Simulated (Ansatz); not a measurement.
Reaction (redistribution): `C[SiH](F)[O][AlH2]` + `C[Si](N)(O)[SiH3]` → `N[Si](O)([AlH2])[SiH3]` + `CO[SiH](C)F`

Isolated molecules relaxed with PBE0-D4/def2-TZVP in Ansatz; ΔE leaves out vibrations. CCSD(T)/CBS adds triple-zeta CCSD(T) − MP2 to the extrapolated MP2 energy (def2 sets, frozen cores). DFT in def2-TZVPP. B3LYP here is the variant with VWN-RPA as its local correlation; programs differ in this. Each species was taken in one conformer, which may not be the lowest.

| level | ΔE (kJ/mol) | difference from CCSD(T)/CBS |
| --- | --- | --- |
| B3LYP-D4 | 273.4 | -8.6 |
| B2PLYP | 281.9 | -0.1 |
| r2SCAN | 278.5 | -3.5 |
| PBE0 | 260.7 | -21.3 |
| B3LYP | 272.6 | -9.4 |
| HF/def2-TZVPP | 288.0 | 6.0 |
| MP2/def2-TZVPP | 294.7 | 12.7 |
| SCS-MP2/def2-TZVPP | 288.8 | 6.8 |
| CCSD(T)/def2-TZVPP | 279.4 | -2.6 |
| SCS-MP2/def2-QZVPP | 291.3 | 9.3 |
| CCSD(T)/CBS | 282.0 | 0 |

Largest T1 diagnostic among the species: 0.013.

From PBE to PBE0 (25 % exact exchange), in def2-TZVPP and without D4, ΔE moves by +11.3 kJ/mol.
